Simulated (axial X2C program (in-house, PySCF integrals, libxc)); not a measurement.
# AsTe⁻ along the bond: PBE0, 2c

Computed with an in-house relativistic program for diatomic molecules. Two-component (2c) means X2C with spin–orbit coupling and atomic mean-field two-electron Coulomb and Gaunt terms. Basis: Te dyall-acv3z [12s13p9d5f1g], As dyall-acv3z [10s10p7d5f1g] (cores contracted in-house); Gaussian nuclei, density fitting, unrestricted open shells. Masses: Te 129.906 u, As 74.922 u.

State: Ω = 1 (⟨Sz⟩ = 1.00, ⟨Lz⟩ = 0.00 at PBE0). Dipoles are positive if As is the positive end and refer to the centre of mass.

```
R (Å)   μ (D)  HOMO (eV)  LUMO (eV)
2.144  -1.334       0.46       2.80
2.242  -1.181       0.27       2.65
2.316  -1.039       0.13       2.53
2.390  -0.883      -0.01       2.41
2.464  -0.715      -0.14       2.30
2.550  -0.510      -0.27       2.17
2.636  -0.302      -0.40       2.05
2.747  -0.035      -0.53       1.90
2.883   0.281      -0.64       1.74
3.080   0.707      -0.72       1.57
```

**Question.** The minimum lies at 2.456 Å. What is the dipole moment there?

**Answer.** At PBE0, 2c, with the sign and origin stated: μ = -0.73 D.

The state is one determinant whose occupation by symmetry is held fixed; it was picked as the lowest of a PBE0 search that is not exhaustive. Density functionals use the spin component along the axis (collinear). Other states lie close and PBE0, whose exact exchange favours high spin, may order them wrongly; the determinant shown need not be the ground state. The nearest other 2c determinant of the search, Ω = 0, lies 0.33 eV up at the distance of the search. With several unpaired electrons one determinant need not be a pure state. Open-shell Ω = 0 determinants with evenly filled partner blocks cannot be reached by this program, so the Ω shown need not be the lowest component. This is the Ω = 1 component of a π² triplet; the 0⁺ component is not one determinant and can lie lowest. The highest occupied level of some functionals is positive through self-interaction error; at Hartree–Fock it is bound. The LUMO of an anion is an unbound level whose energy the basis sets.
